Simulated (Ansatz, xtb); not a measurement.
# Relative energy of two isomers of H2NSeSi

We compare a, `[H]/N=[Si]/[SeH]`, a doublet, with b, `N[Si]=[Se]`, a doublet. Both are isolated molecules in the gas phase, relaxed with PBE-D3(BJ)/def2-SVP; the shapes shown needn't be the lowest conformers.

a (Å):

```yaml
atoms:
  - { symbol: N, position_ang: [0.7825, 1.3663, 0.5604] }
  - { symbol: Se, position_ang: [-1.3570, -0.6714, -0.9069] }
  - { symbol: Si, position_ang: [0.2779, 0.9872, -0.9397] }
  - { symbol: H, position_ang: [1.4683, 2.0279, 0.9351] }
  - { symbol: H, position_ang: [-1.2970, -0.7413, 0.5773] }
```

b (Å):

```yaml
atoms:
  - { symbol: N, position_ang: [-0.5678, 0.4447, -0.3685] }
  - { symbol: Se, position_ang: [-0.6917, -1.9482, 2.0011] }
  - { symbol: Si, position_ang: [0.0366, -0.1358, 1.1355] }
  - { symbol: H, position_ang: [-0.2330, 1.3095, -0.7992] }
  - { symbol: H, position_ang: [-1.2900, -0.0319, -0.9169] }
```

Quicker runs give these differences E(b) − E(a): GFN2-xTB −1.027 eV; HF/STO-3G −1.137 eV (at GFN2-xTB geometries); r2SCAN-D4/def2-SVP −1.402 eV (at GFN2-xTB geometries).

Problem. Estimate E(b) − E(a) at the level CCSD(T)/def2-SVP.

Solution. Calculated at CCSD(T)/def2-SVP: E(b) − E(a) = −1.382 eV, so structure b lies lower.

Level by level:

```json
{"level": "GFN2-xTB", "geometry": "GFN2-xTB", "E(b) − E(a) (eV)": "−1.027", "departure from the last row (eV)": "+0.355", "job, with rough time for the two": "optimisation, 0.51 s"}
{"level": "HF/STO-3G", "geometry": "GFN2-xTB", "E(b) − E(a) (eV)": "−1.137", "departure from the last row (eV)": "+0.245", "job, with rough time for the two": "single point, 3.4 s"}
{"level": "r2SCAN-D4/def2-SVP", "geometry": "GFN2-xTB", "E(b) − E(a) (eV)": "−1.402", "departure from the last row (eV)": "−0.020", "job, with rough time for the two": "single point, 7.2 s"}
{"level": "PBE-D3(BJ)/def2-SVP", "geometry": "PBE-D3(BJ)/def2-SVP", "E(b) − E(a) (eV)": "−1.287", "departure from the last row (eV)": "+0.095", "job, with rough time for the two": "optimisation, 48 s"}
{"level": "HF/def2-SVP", "geometry": "PBE-D3(BJ)/def2-SVP", "E(b) − E(a) (eV)": "−1.608", "departure from the last row (eV)": "−0.226", "job, with rough time for the two": "part of the CCSD(T) run"}
{"level": "MP2/def2-SVP", "geometry": "PBE-D3(BJ)/def2-SVP", "E(b) − E(a) (eV)": "−1.844", "departure from the last row (eV)": "−0.462", "job, with rough time for the two": "part of the CCSD(T) run"}
{"level": "CCSD(T)/def2-SVP", "geometry": "PBE-D3(BJ)/def2-SVP", "E(b) − E(a) (eV)": "−1.382", "departure from the last row (eV)": "", "job, with rough time for the two": "single point, 37 s"}
```

As drawn, b has 1 N–Si, 1 Se=Si, 1 N–H in place of 1 N=Si, 1 Se–Si, 1 Se–H.

None of the levels shown reverses the order. The largest departure from CCSD(T)/def2-SVP is that of MP2/def2-SVP, 0.462 eV. MP2 in a larger basis moves the difference by +0.030 eV, a step that isn't added because spin contamination makes open-shell MP2 unreliable in this search.

With harmonic frequencies from PBE-D3(BJ)/def2-SVP (ideal gas, rigid rotor, one conformer each, 298.15 K, 1 atm): on the last row, ΔE + ΔZPE = −1.239, ΔH = −1.253, ΔG = −1.226 eV.

Open shells are spin-unrestricted. The correlated steps freeze 15 core orbitals; the filled d shell of Se is correlated, in a basis made for valence electrons. Programs: Ansatz 0.2.0, xtb 6.7.1; the last row on 1 thread of Intel(R) Xeon(R) Platinum 8259CL CPU @ 2.50GHz (Skylake/Cascade Lake) on a shared host.
